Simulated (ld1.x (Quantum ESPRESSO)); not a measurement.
## sulfur (S): variants of one ultrasoft potential

Base potential:

S (Z = 16), ultrasoft, made with ld1.x (Quantum ESPRESSO) 7.5 (PBEsol, scalar-relativistic). Core [Ne], reference 3s1.75 3p4.25. Waves: 3s (bound): rcut 1.45, rcutus 1.65 bohr; 3s channel at -0.85 Ry: rcut 1.45, rcutus 1.65 bohr; 3p (bound): rcut 1.25, rcutus 1.65 bohr; 3p channel at 0.25 Ry: rcut 1.25, rcutus 1.65 bohr; 3d channel at 0.35 Ry: rcut 1.30, rcutus 1.50 bohr. Local part: all-electron potential smoothed inside 1.45 bohr (lloc = -1). Core correction: none. Augmentation charge: built from norm-conserving waves at rcut, not smoothed further.

All-electron outer shells of the reference configuration (PBEsol, scalar-relativistic, ld1.x):

```tsv
shell	level (eV)	outermost node (bohr)	outermost maximum (bohr)
2s	-211.61	0.13	0.39
2p	-156.68	–	0.33
3s	-17.37	0.60	1.40
3p	-7.12	0.58	1.59
```

Cutoffs, loose and tight: the cutoffs (Ry, on a coarse ladder) from which the occupation-weighted sum of valence levels, in a spherical-Bessel basis at the reference potential, stays within 10 and 1 mRy of its value at 400 Ry. They do not see the model core or the augmentation charge, which bear on the density cutoff. Test errors are all-electron minus pseudo excitation energies from the reference, over the configurations 3s2 3p4; 3s2 3p3; 3s2 3p2; 3s2 3p1; 3s0 3p6; 3s1 3p4; 3s2 3p3.5. A dash means not determined; rows that change the core or the reference have their own tests.

```tsv
change	outcome	cutoff, loose	cutoff, tight	bound ghosts	largest test error (meV)
base	generated	18 Ry	30 Ry	none	+52
waves 3p (bound): rcut 1.25, rcutus 1.68 bohr; 3p channel at 0.25 Ry: rcut 1.25, rcutus 1.68 bohr	generated	18 Ry	30 Ry	none	+52
core correction a·sin(br)/r model core inside 1.70 bohr	generated	18 Ry	30 Ry	none	+49
local potential all-electron potential smoothed inside 1.32 bohr (lloc = -1)	generated	18 Ry	30 Ry	none	+53
local potential all-electron potential smoothed inside 1.15 bohr (lloc = -1)	generated	18 Ry	30 Ry	none	+54
wave 3s channel at -0.85 Ry: rcut 1.45, rcutus 1.65 bohr becomes 3s channel at -0.97 Ry: rcut 1.45, rcutus 1.65 bohr	generated	18 Ry	30 Ry	none	+52
type TM semilocal; waves now 3s (bound): rc 1.65 bohr; 3p (bound): rc 1.65 bohr; 3d channel at 0.35 Ry: rc 1.50 bohr; local potential the d channel	generated	35 Ry	50 Ry	none	+100
```

(1) What comes out with this change to the base: all radii scaled by about 1.23 (s 2.02, p 2.02, d 1.84 bohr, rcut 1.78/1.54/1.60); local potential all-electron potential smoothed inside 1.78 bohr (lloc = -1)?

(2) What comes out with this change to the base: functional LDA (PZ); added wave 3d channel at 1.7 Ry: rcut 1.30, rcutus 1.50 bohr?

(3) What comes out with this change to the base: reference 3s1 3p5; added wave 3d channel at 2.65 Ry: rcut 1.30, rcutus 1.50 bohr?

## Answers

(1) outcome: generated; cutoff, loose: 15 Ry; cutoff, tight: 21 Ry; bound ghosts: none; largest test error (meV): +101.

(2) outcome: generated; cutoff, loose: 18 Ry; cutoff, tight: 30 Ry; bound ghosts: none; largest test error (meV): +89.

(3) outcome: generated; cutoff, loose: 21 Ry; cutoff, tight: 30 Ry; bound ghosts: none; largest test error (meV): +47.
